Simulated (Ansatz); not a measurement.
```yaml
crystal:
  periodic: [false, false, false]
  atoms:
    - {symbol: O, position_ang: [1.665854, -0.165689, -0.482790]}
    - {symbol: Ta, position_ang: [-0.166311, 0.206757, -0.334175]}
    - {symbol: O, position_ang: [-0.319889, -0.932045, 1.164562]}
    - {symbol: Cl, position_ang: [-1.531806, -1.119098, -1.614518]}
    - {symbol: Cl, position_ang: [-0.004934, 1.820541, -2.011690]}
    - {symbol: Cl, position_ang: [-0.974324, 1.887315, 1.060517]}
    - {symbol: H, position_ang: [2.124155, -0.755568, 0.122741]}
    - {symbol: H, position_ang: [-0.700545, -0.999313, 2.039452]}
basis:
  gaussian: {orbitals: def2-TZVPD, fitting: {mean_field: cc-pVTZ-jkfit}}
hamiltonian: {xc: {name: revPBE}}
accuracy: high
output: {forces: true}
```

```sh
$ ansatz run in.yaml --threads 4 --pin off --events-out ev --progress --plain --max-ram 11315MiB
```

**Question.** How does Ansatz answer? (An estimate is asked.)

**Answer.** Ansatz gave: The input was rejected before any iteration.
```
Functional definition: revPBE
Error: <dir> the basis set cc-pVTZ-JKFIT has no functions for Ta
```
